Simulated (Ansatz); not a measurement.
Cost and result up the ladder for LiAlO2 (4 atoms). Total charge 0; singlet. Geometry: r2SCAN-D4/def2-TZVP.

```xyz
4

Li    0.449    1.167    0.186
Al   -0.342   -0.890   -0.142
O     0.301   -0.055   -1.399
O    -0.407   -0.221    1.355
```

Ansatz on 2 threads of Arm Neoverse N1 on a shared host. Times are rough, and most runs start from the orbitals of an earlier one. PBE0-D4/def2-TZVP serves as the yardstick here, not as an exact answer. Binding counts from free atoms at the same level (Li doublet, Al doublet, O triplet; other spins of the atoms weren't run), without zero-point energy.

Correlated methods freeze 7 core orbitals; core or outer-core shells of Li are correlated, in sets that lack core-valence functions. Another isomer (singlet) lies 0.71 eV lower at PBE0-D4/def2-TZVP; other spin states weren't run for this one.

| level | functions | wall time |
| --- | --- | --- |
| BLYP-D4/def2-TZVP | 113 | 1.7 s |
| PBE0-D4/def2-TZVP | 113 | 1.9 s |
| PBE-D4/def2-TZVP (with forces) | 113 | 1.9 s |
| BHLYP-D4/def2-TZVP | 113 | 2 s |
| r2SCAN-D4/def2-TZVP | 113 | 3.3 s |
| CCSD(T)/def2-TZVPP | 123 | 12 s |

**Question.** Estimate what each level gives for the binding energy per atom (eV).

**Answer.** 
```csv
level,binding energy per atom (eV),difference from PBE0-D4/def2-TZVP (eV),remarks
BLYP-D4/def2-TZVP,3.57,0.23,–
PBE0-D4/def2-TZVP,3.34,0.00,–
PBE-D4/def2-TZVP (with forces),3.61,0.27,–
BHLYP-D4/def2-TZVP,3.09,-0.25,–
r2SCAN-D4/def2-TZVP,3.50,0.16,–
CCSD(T)/def2-TZVPP,3.33,-0.01,large T1
```
